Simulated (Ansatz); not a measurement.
`B[SiH](B)O` + `N[SiH3]` → `BN[SiH3]` + `B[SiH2]O` at 400 K and 1 bar (cleavage of the B–Si bond).

Computed with Ansatz on PBE0-D4/def2-TZVP structures; ΔE is electronic, products minus reactants. CCSD(T)/CBS adds triple-zeta CCSD(T) − MP2 to the extrapolated MP2 energy (def2 sets, frozen cores). This one scheme is used for every species. One conformer a species, not always the lowest.

| species | CCSD(T)/CBS energy (Eh) | H − E (kJ/mol) | S (J/(mol·K)) |
| --- | --- | --- | --- |
| `B[SiH](B)O` | -417.41590 | 198.5 | 375.9 |
| `N[SiH3]` | -346.80422 | 153.0 | 285.3 |
| `BN[SiH3]` | -372.22946 | 191.4 | 318.7 |
| `B[SiH2]O` | -392.05150 | 158.9 | 327.5 |

H − E and S are ideal-gas, rigid-rotor, harmonic terms from PBE0-D4/def2-TZVP, for one conformer and one mirror image of each species. 1 Eh = 2625.50 kJ/mol, R = 8.31446 J/(mol·K).

Question: By hand: ΔE, ΔH, ΔS and ΔG.

Answer: ΔE = (-372.22946) + (-392.05150) − (-417.41590) − (-346.80422) = -0.06084 Eh = -159.7 kJ/mol. Δ(H − E) = 191.4 + 158.9 − 198.5 − 153.0 = -1.2, so ΔH = -160.9 kJ/mol. ΔS = 318.7 + 327.5 − 375.9 − 285.3 = -15.0 J/(mol·K). ΔG = -160.9 − 400 × (-15.0)/1000 = -154.9 kJ/mol.

Question: By hand: the equilibrium constant, and the temperature at which ΔG would vanish if ΔH and ΔS stayed fixed.

Answer: log₁₀ K = −ΔG/(RT ln 10) = 20.2. ΔG = 0 at ΔH/ΔS = 10727 K, far beyond where these terms or the molecules hold.

ΔH outweighs TΔS. A doubt of 5 kJ/mol in ΔE shifts log₁₀ K by 0.7 here. Other conformers and mirror images would add mixing entropy, several J/(mol·K) or more a flexible species. These are equilibria of isolated gas molecules and say nothing of rates. Largest T1 diagnostic: 0.014 (customary marks: 0.02 for closed shells, 0.045 for open ones).
